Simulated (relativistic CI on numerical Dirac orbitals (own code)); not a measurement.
**Sc+ in a cubic cluster: 2p photoemission with charge transfer**

Computed with a charge-transfer multiplet model of a cubic metal-ligand cluster with up to one ligand hole, Slater and spin-orbit integrals from Dirac-Coulomb-Breit ions, Slater integrals scaled by 0.8. The ground state mixes d2 with configurations of k ligand holes L, whose averages lie at kΔ + k(k − 1)U_dd/2; a core hole lowers each added d electron by U_cd. 20 K, Lorentzian 0.6 eV and Gaussian 0.8 eV FWHM.

Atomic integrals in eV (Slater integrals scaled, ζ unscaled), ground: F2dd 4.710, F4dd 2.885, zeta_d 0.005; with the core hole: F2dd 6.786, F4dd 4.228, zeta_d 0.015, zeta_core 3.008, F2cd 3.515, G1cd 2.451, G3cd 1.388.

Cluster parameters (eV): U_dd = 4.9, U_cd = 6.1, 10Dq = 0.65, 10Dq(ligand) = 0.8, V(eg) = 1.65, V(t2g) = -0.89, final-state hopping factor = 0.9.

```json
{"Case": "Δ = 7 eV", "n_d": "2.16", "d2": "0.84", "d3L": "0.16", "S": "1.00"}
{"Case": "Δ = 8 eV", "n_d": "2.14", "d2": "0.86", "d3L": "0.14", "S": "1.00"}
{"Case": "Δ = 10 eV", "n_d": "2.10", "d2": "0.90", "d3L": "0.10", "S": "1.00"}
{"Case": "Δ = 11 eV", "n_d": "2.09", "d2": "0.91", "d3L": "0.09", "S": "1.00"}
{"Case": "Δ = 12 eV", "n_d": "2.08", "d2": "0.92", "d3L": "0.08", "S": "1.00"}
```

Weights, n_d and S are thermal averages at 20 K. Binding energies count from the first peak over 30 % of the highest in each spectrum, which can be another peak from case to case. The parameters are a model scan and need not match a compound or its usual spin state. Peaks in eV (height, largest 100):
- Δ = 7 eV: 0.0 (100), 4.9 (47)
- Δ = 8 eV: 0.0 (100), 4.9 (49)
- Δ = 10 eV: 0.0 (100), 4.8 (49)
- Δ = 11 eV: 0.0 (100), 4.9 (49)
- Δ = 12 eV: 0.0 (100), 4.8 (50)

Curve for Δ = 8 eV (points under 2 left out, the grid thinned):

(E (eV), Intensity): (-3.2, 2.1), (-2.9, 2.6), (-2.5, 3.5), (-2.2, 4.6), (-1.8, 7.3), (-1.5, 11.7), (-1.1, 26.1), (-0.8, 47.3), (-0.4, 81.8), (-0.1, 98.1), (0.3, 92.8), (0.6, 69.8), (1.0, 37.6), (1.3, 24.1), (1.7, 16.6), (2.0, 13.9), (2.4, 12.2), (2.7, 12.0), (3.1, 12.4), (3.4, 13.1), (3.8, 17.6), (4.1, 25.9), (4.4, 37.7), (4.8, 48.6), (5.1, 45.5), (5.5, 32.0), (5.8, 23.3), (6.2, 17.9), (6.5, 16.7), (6.9, 15.5), (7.2, 13.7), (7.6, 10.3), (7.9, 7.7), (8.3, 5.2), (8.6, 4.2), (9.0, 3.5), (9.3, 3.0), (9.7, 2.5), (10.0, 2.2), (11.2, 2.0), (11.5, 2.5), (11.9, 3.1), (12.2, 3.3), (12.6, 2.7), (12.9, 2.0)

For the case Δ = 10 eV, Δ = 10 eV is larger than U_dd = 4.9 eV, the Mott-Hubbard side of the Zaanen-Sawatzky-Allen scheme. With the core hole the configuration with one ligand hole lies at Δ − U_cd = 0.9, 1.9, 3.9, 4.9, 5.9 eV from the one without, in the order of the table; where this is negative the screened configuration lies lower, though the effective hopping of about 3.3 eV (from the holes of the mixed ground state) mixes the two strongly wherever it is as large as the gap.

With at most 1 ligand hole the space is cut while the next configuration still counts, so covalency is underestimated, and a final configuration with one more ligand hole, which can lie low, is missing from the spectra.
